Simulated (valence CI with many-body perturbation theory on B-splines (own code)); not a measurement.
# Forbidden lines of Dy44+

Calculated by configuration interaction combined with many-body perturbation theory (CI+MBPT): four valence electrons over a frozen Dirac-Fock core [Ar], radial functions for each j: 7 s, 7 p, 8 d, 6 f, 4 g, 1 h, with the one-electron correlation potential Σ1 (screened to all orders), the two-electron term Σ2, the three-electron term Σ3, Breit, model QED; selected single and double excitations, second order for the rest, scaled by the run's own slope (own B-spline code, finite nucleus).

The last digits are not significant, and no measured levels were compared; by estimate large intervals hold to a few tenths of a per cent, small ones and those within an open d or f shell to about a per cent. The list stops below the first excitations out of the core. Only levels of the ground parity were solved; by the run's estimate the other parity begins above the list, which can be wrong where configurations are misplaced.

Lines 1 to 50 of 119 in falling wavelength, among levels below 205.53 eV, chosen from the decays that carry over 1 % of a level's rate. Wavelengths and rates use the calculated energies. S is in atomic units (e²a₀⁴ for E2 and M2, e²a₀⁶ for E3), for M1 in squared Bohr magnetons. Weak lines are less certain than strong ones. Lines between different terms over intervals too small for the method are left out, as are lines whose strength nearly cancels. The highest levels of a list are the least certain.

Levels are named by their leading jj configuration (3d3/2^4 stands for four electrons in 3d with j = 3/2), which in mixed levels can hold well under half, so a name can repeat and another be missing. Letters in brackets count levels of one name in rising energy.

| λ vac (nm) | Upper | Lower | Type | A (s⁻¹) | S (a.u.) |
| --- | --- | --- | --- | --- | --- |
| 481.3 | (3d3/2^2 3d5/2^2) J=6 | (3d3/2^2 3d5/2^2) J=5 | M1 | 6.84e+01 | 3.68e+00 |
| 373.0 | (3d3/2^3 3d5/2) J=3 | (3d3/2^3 3d5/2) J=2 | M1 | 2.99e+02 | 4.03e+00 |
| 274.3 | (3d3/2^3 3d5/2) J=3 | (3d3/2^3 3d5/2) J=4 | M1 | 4.74e+02 | 2.54e+00 |
| 116.3 | (3d3/2^2 3d5/2^2) J=4 [b] | (3d3/2^2 3d5/2^2) J=3 [a] | M1 | 4.58e+03 | 2.40e+00 |
| 109.7 | (3d3/2^2 3d5/2^2) J=1 | (3d3/2^2 3d5/2^2) J=0 [a] | M1 | 9.67e+03 | 1.42e+00 |
| 105.1 | (3d3/2^3 3d5/2) J=2 | (3d3/2^3 3d5/2) J=1 | M1 | 1.72e+04 | 3.71e+00 |
| 86.72 | (3d3/2 3d5/2^3) J=3 [c] | (3d3/2 3d5/2^3) J=2 [a] | M1 | 9.72e+03 | 1.64e+00 |
| 85.97 | (3d3/2^2 3d5/2^2) J=2 [d] | (3d3/2^2 3d5/2^2) J=2 [c] | M1 | 1.25e+04 | 1.47e+00 |
| 84.06 | (3d3/2^2 3d5/2^2) J=2 [b] | (3d3/2^2 3d5/2^2) J=2 [a] | M1 | 9.49e+03 | 1.04e+00 |
| 76.94 | (3d3/2^2 3d5/2^2) J=4 [c] | (3d3/2^2 3d5/2^2) J=3 [b] | M1 | 6.27e+03 | 9.53e-01 |
| 66.61 | (3d3/2 3d5/2^3) J=0 | (3d3/2 3d5/2^3) J=1 [a] | M1 | 2.38e+04 | 2.61e-01 |
| 65.47 | (3d3/2 3d5/2^3) J=2 [b] | (3d3/2 3d5/2^3) J=2 [a] | M1 | 9.32e+03 | 4.85e-01 |
| 56.06 | (3d3/2 3d5/2^3) J=1 [b] | (3d3/2^2 3d5/2^2) J=0 [b] | M1 | 4.06e+04 | 7.96e-01 |
| 54.84 | (3d3/2 3d5/2^3) J=1 [b] | (3d3/2 3d5/2^3) J=1 [a] | M1 | 1.33e+04 | 2.43e-01 |
| 53.15 | (3d3/2^2 3d5/2^2) J=4 [c] | (3d3/2^2 3d5/2^2) J=5 | M1 | 5.39e+03 | 2.70e-01 |
| 49.52 | (3d3/2^2 3d5/2^2) J=2 [d] | (3d3/2^2 3d5/2^2) J=2 [b] | M1 | 1.14e+04 | 2.58e-01 |
| 48.88 | (3d3/2^2 3d5/2^2) J=2 [c] | (3d3/2^2 3d5/2^2) J=2 [a] | M1 | 1.65e+04 | 3.56e-01 |
| 47.07 | (3d3/2^2 3d5/2^2) J=2 [d] | (3d3/2^2 3d5/2^2) J=3 [b] | M1 | 4.72e+03 | 9.12e-02 |
| 46.33 | (3d3/2 3d5/2^3) J=2 [b] | (3d3/2 3d5/2^3) J=1 [a] | M1 | 1.02e+04 | 1.88e-01 |
| 45.61 | (3d3/2 3d5/2^3) J=3 [c] | (3d3/2 3d5/2^3) J=4 [a] | M1 | 1.59e+04 | 3.92e-01 |
| 43.18 | (3d3/2^2 3d5/2^2) J=4 [c] | (3d3/2^2 3d5/2^2) J=4 [a] | M1 | 6.26e+04 | 1.68e+00 |
| 42.01 | (3d3/2^2 3d5/2^2) J=4 [a] | (3d3/2^3 3d5/2) J=3 | M1 | 6.32e+04 | 1.56e+00 |
| 41.16 | (3d3/2^2 3d5/2^2) J=2 [d] | (3d3/2^2 3d5/2^2) J=1 | M1 | 2.26e+03 | 2.92e-02 |
| 39.82 | (3d3/2 3d5/2^3) J=2 [b] | (3d3/2 3d5/2^3) J=3 [a] | M1 | 3.68e+04 | 4.31e-01 |
| 39.63 | (3d3/2^2 3d5/2^2) J=3 [a] | (3d3/2^3 3d5/2) J=3 | M1 | 3.30e+05 | 5.33e+00 |
| 39.25 | (3d3/2 3d5/2^3) J=3 [c] | (3d3/2^2 3d5/2^2) J=2 [d] | M1 | 4.30e+04 | 6.75e-01 |
| 39.24 | (3d3/2 3d5/2^3) J=3 [a] | (3d3/2^2 3d5/2^2) J=4 [b] | M1 | 5.49e+04 | 8.61e-01 |
| 39.10 | (3d3/2 3d5/2^3) J=2 [a] | (3d3/2^2 3d5/2^2) J=2 [c] | M1 | 6.37e+04 | 7.06e-01 |
| 38.76 | (3d3/2^2 3d5/2^2) J=2 [a] | (3d3/2^3 3d5/2) J=2 | M1 | 1.91e+05 | 2.06e+00 |
| 38.65 | (3d3/2 3d5/2^3) J=1 [b] | (3d3/2^2 3d5/2^2) J=2 [d] | M1 | 2.10e+05 | 1.35e+00 |
| 38.30 | (3d5/2^4) J=2 | (3d3/2 3d5/2^3) J=3 [c] | M1 | 9.39e+04 | 9.78e-01 |
| 37.07 | (3d3/2 3d5/2^3) J=3 [b] | (3d3/2^2 3d5/2^2) J=2 [c] | M1 | 1.58e+04 | 2.09e-01 |
| 36.43 | (3d3/2^2 3d5/2^2) J=4 [a] | (3d3/2^3 3d5/2) J=4 | M1 | 5.11e+05 | 8.24e+00 |
| 35.97 | (3d3/2^3 3d5/2) J=1 | (3d3/2^4) J=0 | M1 | 5.57e+05 | 2.88e+00 |
| 35.93 | (3d3/2 3d5/2^3) J=1 [a] | (3d3/2^2 3d5/2^2) J=2 [b] | M1 | 8.14e+04 | 4.20e-01 |
| 35.82 | (3d3/2^2 3d5/2^2) J=3 [a] | (3d3/2^3 3d5/2) J=2 | M1 | 2.45e+05 | 2.92e+00 |
| 35.52 | (3d5/2^4) J=4 | (3d3/2 3d5/2^3) J=3 [b] | M1 | 6.32e+04 | 9.46e-01 |
| 34.22 | (3d3/2 3d5/2^3) J=2 [b] | (3d3/2^2 3d5/2^2) J=2 [d] | M1 | 4.36e+04 | 3.24e-01 |
| 34.06 | (3d3/2 3d5/2^3) J=5 | (3d3/2^2 3d5/2^2) J=4 [b] | M1 | 2.59e+05 | 4.17e+00 |
| 33.36 | (3d3/2^2 3d5/2^2) J=2 [d] | (3d3/2^2 3d5/2^2) J=3 [a] | M1 | 9.73e+03 | 6.70e-02 |
| 32.66 | (3d3/2 3d5/2^3) J=4 [a] | (3d3/2^2 3d5/2^2) J=5 | M1 | 6.51e+04 | 7.57e-01 |
| 31.45 | (3d3/2^2 3d5/2^2) J=5 | (3d3/2^3 3d5/2) J=4 | M1 | 2.97e+05 | 3.77e+00 |
| 31.31 | (3d3/2 3d5/2^3) J=1 [a] | (3d3/2^2 3d5/2^2) J=1 | M1 | 3.62e+05 | 1.24e+00 |
| 31.16 | (3d3/2^2 3d5/2^2) J=2 [d] | (3d3/2^2 3d5/2^2) J=2 [a] | M1 | 2.10e+03 | 1.18e-02 |
| 30.93 | (3d3/2^2 3d5/2^2) J=0 [b] | (3d3/2^2 3d5/2^2) J=1 | M1 | 3.71e+05 | 4.07e-01 |
| 30.33 | (3d3/2 3d5/2^3) J=5 | (3d3/2^2 3d5/2^2) J=6 | M1 | 1.53e+05 | 1.74e+00 |
| 29.82 | (3d3/2 3d5/2^3) J=4 [a] | (3d3/2^2 3d5/2^2) J=3 [a] | M1 | 3.21e+05 | 2.84e+00 |
| 29.77 | (3d3/2^2 3d5/2^2) J=1 | (3d3/2^3 3d5/2) J=2 | M1 | 6.50e+05 | 1.91e+00 |
| 29.74 | (3d3/2 3d5/2^3) J=6 | (3d3/2^2 3d5/2^2) J=6 | M1 | 2.98e+05 | 3.78e+00 |
| 29.65 | (3d3/2 3d5/2^3) J=3 [c] | (3d3/2^2 3d5/2^2) J=4 [c] | M1 | 3.49e+05 | 2.36e+00 |
